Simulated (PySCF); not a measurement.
**Fluorine: a sound run and one with changed settings**

Sound run: F⁺ [He] 2s2 2p4, F²⁺ [He] 2s2 2p3. Calculation: PySCF 2.14, in aug-cc-pVDZ; no relativity, point nucleus. In the sound run the correlated levels freeze 1s2. The sound run starts from symmetry-adapted Hartree-Fock orbitals and uses a fine grid where one is needed.

A second run was set up differently.

| species | method | sound run (hartree) | changed run (hartree) | converged |
| --- | --- | --- | --- | --- |
| F⁺ | MP2 | -98.90483 | -98.85110 | yes |
| F⁺ | CCSD(T) | -98.92111 | -98.85786 | yes |
| F²⁺ | MP2 | -97.64639 | -97.59158 | yes |
| F²⁺ | CCSD(T) | -97.66139 | -97.59424 | yes |

Ionisation energy of F⁺:

```
 method  sound run (eV)  changed run (eV)
    UHF          33.353            33.353
    MP2          34.244            34.273
SCS-MP2          34.249            34.389
   CCSD          34.259            34.375
CCSD(T)          34.279            34.385
```

**Question.** What was changed?
A. minimal basis
B. a valence shell is frozen
C. level shift left on
D. all electrons correlated in a valence basis

**Answer.** B. Freezing a valence shell removes pair correlation that changes on ionisation.
